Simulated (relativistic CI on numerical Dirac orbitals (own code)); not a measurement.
Computed by Dirac-Coulomb-Breit CI, separate exchange-only KLI orbitals for each configuration, a model potential for QED, unscaled Slater integrals (own radial code, finite nucleus).

The strongest absorption lines from the ground level of an ion, among the configurations computed and to levels below about 945 eV (vacuum wavelength in nm, gf): 1.9501 (0.16), 2.1825 (0.5), 5.3904 (3), 7.1352 (1.2), 8.9543 (0.0039).

(1) Which ion is it?
A. Ta XXXVIII
B. Yb XXXV
C. Yb XXXVII
D. Os XLI

## Answers

(1) B. Yb XXXV has 36 electrons and the ground level 4s²4p⁶ ¹S0; the strongest line goes to 4s²4p⁵4d ¹P°1. The pattern of lines fixes the number of electrons, and along that sequence the line energies rise steadily with the charge (about as its square where n changes within one kind of shell, about linearly where n is kept but much faster in heavy ions where fine structure, which grows about as Z⁴, sets the gap, and irregularly where shells cross), which fixes Z. Configurations outside the model, such as inner-shell arrays, can give stronger lines. At this charge energies of transitions that change n are usually good to better than 1 %, and those within a shell (Δn = 0) to a few per cent.

LS names give the leading component of a level, which can be under half, so a name can repeat, a term be missing and a line seem to break the LS rules.
